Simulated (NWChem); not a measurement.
System: Si2H4O3; SMILES O[SiH]1O[SiH2]O1

```xyz
9

O      0.5261     2.1334     0.0000
Si    -0.4319     0.8021     0.0000
O     -0.0969    -0.3549    -1.1916
Si     0.2051    -1.5196     0.0000
O     -0.0969    -0.3549     1.1916
H      1.4856     2.0032     0.0000
H     -1.8050     1.3239     0.0000
H     -0.7619    -2.6415     0.0000
H      1.5976    -2.0293     0.0000
```
Atoms are numbered in this order, from 1.

Program: NWChem. Coordinates come from a B3LYP/6-31G* (spherical d) optimisation. Hybrids' shares of exact exchange are those that their runs print; pure functionals count as 0. The functionals differ in more than this share.

| row | share of exact exchange | highest occupied level (eV) |
|---|---|---|
| PBE/def2-SVP | 0.00 | -7.35 |
| OLYP/def2-SVP | 0.00 | -7.24 |
| TPSSh/def2-SVP | 0.10 | -8.18 |
| B3LYP/def2-SVP | 0.20 | -8.67 |
| BHandHLYP/def2-SVP | 0.50 | withheld |

Task: Fit a straight line of the last column on the one before it, predict the withheld value, and compare with the run.

Result: 
1. Means of the 4 shown rows: x = 0.075, y = -7.860. Slope Σ(x − x̄)(y − ȳ)/Σ(x − x̄)² = -0.1940/0.02750 = -7.055; intercept -7.331.
2. The shown rows scatter about the line by 0.093 (root mean square); the largest residual is -0.14, at TPSSh/def2-SVP.
3. At x = 0.50 (BHandHLYP/def2-SVP; beyond the shown range) the line gives -10.86.
4. The run gives -10.37, +0.49 from the line, 5.3 times the scatter.
